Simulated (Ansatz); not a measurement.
`[F][Ti]([F])([F])[c]1ccccc1`. Charge 0, multiplicity 1.

Cartesian coordinates in Å:
```
F -2.185 -1.236 -2.453
Ti -1.645 -1.782 -0.878
F -2.931 -1.906 0.305
F -0.728 -3.270 -0.991
C -0.376 -0.358 -0.189
C -0.212 -0.165 1.184
C 0.692 0.774 1.656
C 1.439 1.527 0.760
C 1.282 1.346 -0.607
C 0.378 0.408 -1.081
H -0.795 -0.742 1.895
H 0.814 0.920 2.723
H 2.145 2.261 1.130
H 1.863 1.940 -1.304
H 0.259 0.282 -2.153
```

Problem. List the harmonic frequencies (cm⁻¹, unscaled) at PBE0-D4/def2-TZVP in Ansatz. (An estimate is asked.)

Solution. Computed: 3, 74, 82, 162, 177, 180, 201, 203, 334, 390, 445, 622, 680, 712, 716, 749, 794, 796, 869, 943, 987, 1012, 1016, 1054, 1104, 1105, 1184, 1213, 1323, 1364, 1460, 1512, 1627, 1635, 3175, 3177, 3192, 3203, 3214.
